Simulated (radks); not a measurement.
The numbers below are computed, except where a source is named.
Cs I, configuration [Xe] 6s1. Code: a radial shooting solver on a logarithmic mesh with Libxc functionals. Model: scalar-relativistic Kohn-Sham, r2SCAN, spin-polarised, spherical densities, finite nucleus; open shells are filled with parallel spins first (spin-orbit coupling, left out, can overturn this in heavy ions); meta-GGA in the generalised Kohn-Sham scheme; Fermi nuclear charge, rms radius 4.8041 fm.

Unscreened Slater integrals over Kohn-Sham orbitals (hartree). They are taken over the spin-up orbitals.

integral       value
F0(6s,6s)    0.15872
F0(6s,5p)    0.19931
G1(6s,5p)   0.012526
F0(6s,5s)    0.20183
G0(6s,5s)  0.0062152
F0(6s,4d)    0.20856
G2(6s,4d)  0.0038278
F0(5p,5p)    0.43208
F2(5p,5p)    0.23130
F0(5p,5s)    0.46696
G1(5p,5s)    0.30913
F0(5p,4d)    0.54446
F2(5p,4d)    0.14832
G1(5p,4d)   0.043277
G3(5p,4d)   0.040991
F0(5s,5s)    0.51392
F0(5s,4d)    0.63061
G2(5s,4d)   0.071434
F0(4d,4d)     1.0776
F2(4d,4d)    0.54807
F4(4d,4d)    0.36530
